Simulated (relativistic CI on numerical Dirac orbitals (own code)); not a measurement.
**B I: calculation against measurement**

Calculated at this level of theory: Dirac-Coulomb-Breit CI, orbitals from a KLI potential per configuration, model QED, valence Slater integrals scaled by 0.85, P86 correlation energy added to each configuration (own radial code, finite nucleus).

Configuration list (outside the closed core 1s2): 2s²2p, 2s2p², 2s²3s, 2s²3p, 2s²3d, 2s²4s, 2s²4p, 2s²4f, 2p³, 2s²4d. Levels of other configurations are missing.

```
Configuration  Term (tabulated)    J  Measured (cm⁻¹)  Computed  Error  Purity (%)
        2s²2p               2P°  1/2              0.0         0      0          96
        2s²2p               2P°  3/2             15.3        13     -2          96
        2s²3s                2S  1/2          40039.7     46868   6828         100
        2s2p²                2D  5/2          47856.8     51581   3724          92
        2s2p²                2D  3/2          47857.1     51580   3723          92
        2s²3p               2P°  1/2          48611.9     55285   6673         100
        2s²3p               2P°  3/2          48613.7     55287   6673         100
        2s²3d                2D  3/2          54767.7     61265   6498          93
        2s²3d                2D  5/2          54767.8     61266   6498          93
        2s²4s                2S  1/2          55010.2     62136   7126          96
        2s²4p               2P°  1/2          57786.4     65010   7224         100
        2s²4p               2P°  3/2          57787.1     65011   7224         100
```

Measured levels from NIST Handbook of Basic Atomic Spectroscopic Data (Sansonetti and Martin, J. Phys. Chem. Ref. Data 34, 1559 (2005)); pairs were made by configuration, J and term (by order where the table uses no LS term), so strongly mixed levels may be paired wrongly.

Mean error by configuration (cm⁻¹): 2s²2p -2; 2s²3s 6828; 2s2p² 3723; 2s²3p 6673; 2s²3d 6498; 2s²4s 7126; 2s²4p 7224. Over the excited levels the mean absolute error is 5654 cm⁻¹ (11 of the 15 excited levels that our extract of the source holds in range could be paired, and the others can miss by more), and the median relative error of those above 1,000 cm⁻¹ is 13 %.

Transition probabilities of persistent lines. The last column rescales the computed rate by the cube of measured over computed energy:

| λ measured (Å) | Lower | Upper | A tabulated (s⁻¹) | A computed | A rescaled |
| --- | --- | --- | --- | --- | --- |
| 1825.89 vacuum | 2s²2p ²P°1/2 | 2s²3d ²D3/2 | 1.70e+08 | 2.60e+08 | 1.85e+08 |
| 1826.40 vacuum | 2s²2p ²P°3/2 | 2s²3d ²D5/2 | 2.04e+08 | 3.11e+08 | 2.22e+08 |
| 2088.89 air | 2s²2p ²P°1/2 | 2s2p² ²D3/2 | 3.61e+07 | 1.29e+08 | 1.03e+08 |
| 2089.57 air | 2s²2p ²P°3/2 | 2s2p² ²D5/2 | 4.32e+07 | 1.54e+08 | 1.23e+08 |
| 2496.77 air | 2s²2p ²P°1/2 | 2s²3s ²S1/2 | 8.37e+07 | 1.24e+08 | 7.72e+07 |
| 2497.72 air | 2s²2p ²P°3/2 | 2s²3s ²S1/2 | 1.67e+08 | 2.48e+08 | 1.54e+08 |
